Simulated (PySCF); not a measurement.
PySCF input file for germane (H₄Ge), SMILES [GeH4], PBE/pcSseg-2. Coordinates come from a B3LYP-D3(BJ)/def2-TZVP optimisation.

```python
import numpy as np
from pyscf import gto, scf, dft
from pyscf.prop.nmr import rks as nmr

mol = gto.M(
    atom='''
    Ge    0.00000000    0.00000000   -0.00000000
    H     0.88671551   -0.88671552   -0.88671551
    H    -0.88671552   -0.88671551    0.88671552
    H    -0.88671551    0.88671552   -0.88671552
    H     0.88671552    0.88671551    0.88671552
    ''',
    basis='pcSseg-2',
    charge=0,
    spin=0,
    max_memory=1600,
    verbose=3,
)
mf = dft.RKS(mol, xc='pbe')
mf.grids.level = 3
mf.conv_tol = 1e-10
mf.max_cycle = 100
mf.kernel()
n = nmr.NMR(mf)
n.verbose = 2
n.max_cycle_cphf = 60
sigma = n.kernel()
print('atom   isotropic/ppm   span/ppm')
for i, s in enumerate(sigma):
    w = np.linalg.eigvalsh((s + s.T) / 2)
    print(f'{mol.atom_symbol(i):2s}{i + 1:3d} {w.mean():14.3f} {w[2] - w[0]:11.3f}')
```

Log of the run:

```
converged SCF energy = -2079.10731585708
atom   isotropic/ppm   span/ppm
Ge  1       1621.008       0.000
H   2         27.599      16.321
H   3         27.599      16.321
H   4         27.599      16.321
H   5         27.599      16.321
```

The calculation finished and met its thresholds.
